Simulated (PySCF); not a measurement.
C₃H₈AlNS.
Atom-mapped SMILES: `[CH3:1][S@@+:2]([AlH3-:3])[CH2:4][C:5]#[N:6]` (hydrogens: H7, H8, H9 on C1; H10, H11, H12 on Al3; H13, H14 on C4)

Torsions of this conformer, `[CH3:1][S@@+:2]([AlH3-:3])[CH2:4][C:5]#[N:6]`: C1–S2–C4–C5 65°.

The closed-shell ground state was solved at several levels (PySCF, density fitting, gas phase, non-relativistic). Isolated species at its PBE0-D3(BJ)/def2-SVP geometry (one conformer only).

| level | basis functions | total energy (Eh) | HOMO (eV) | LUMO (eV) | gap (eV) | dipole (D) |
| --- | --- | --- | --- | --- | --- | --- |
| HF/pcSseg-1 | 156 | -812.0579 | -11.22 | 2.47 | 13.69 | 1.19 |
| OPBE/pcSseg-1 | 156 | -814.2665 | -6.76 | -2.05 | 4.71 | 1.25 |
| PBE/pcSseg-1 | 156 | -813.8895 | -6.83 | -2.14 | 4.69 | 1.19 |
| KT2/pcSseg-1 | 156 | -822.7550 | -6.89 | -2.20 | 4.69 | 1.19 |
| PBE0/pcSseg-1 | 156 | -813.9543 | -8.10 | -1.14 | 6.96 | 1.20 |
| BLYP/pcSseg-1 | 156 | -814.3539 | -6.72 | -1.97 | 4.75 | 1.15 |
| mPW1PW91/pcSseg-1 | 156 | -814.4018 | -8.13 | -1.16 | 6.97 | 1.19 |
| LDA/pcSseg-1 | 156 | -810.4447 | -6.90 | -2.38 | 4.52 | 1.16 |
| B3LYP/pcSseg-1 | 156 | -814.4744 | -7.89 | -1.34 | 6.55 | 1.16 |
| BP86/pcSseg-1 | 156 | -814.4930 | -6.95 | -2.25 | 4.70 | 1.19 |
| KT3/pcSseg-1 | 156 | -822.0457 | -6.89 | -2.13 | 4.76 | 1.20 |

Task: What might B97-D/pcSseg-1 (156 basis functions) give for the same quantities?

Result: Total energy -814.2999 Eh, HOMO -6.84 eV, LUMO -2.05 eV, gap 4.79 eV, dipole 1.19 D.

Task: Over all these levels, which gives the widest orbital gap and which the narrowest?

Result: HF/pcSseg-1 (Hartree–Fock, all exact exchange) has the widest, 13.69 eV, and LDA/pcSseg-1 (LDA) the narrowest, 4.52 eV. From the narrowest to the widest the HOMO moves by -4.32 eV and the LUMO by +4.85 eV.

Task: In the pcSseg-1 basis, how does the gap go with the fixed share of exact exchange?

Result: LDA (0 %) 4.52 eV; PBE (0 %) 4.69 eV; KT2 (0 %) 4.69 eV; BP86 (0 %) 4.70 eV; OPBE (0 %) 4.71 eV; BLYP (0 %) 4.75 eV; KT3 (0 %) 4.76 eV; B97-D (0 %) 4.79 eV; B3LYP (20 %) 6.55 eV; PBE0 (25 %) 6.96 eV; mPW1PW91 (25 %) 6.97 eV; HF (100 %) 13.69 eV. Each rise in the share widens the gap here.

Task: How far do the dipole and the HOMO energy spread over the levels?

Result: The dipole runs from 1.15 to 1.25 D (mean 1.19 D) and the HOMO from -11.22 to -6.72 eV.

B97-D is run here without its empirical dispersion term; that term would change no orbital, density or response property at a fixed geometry.
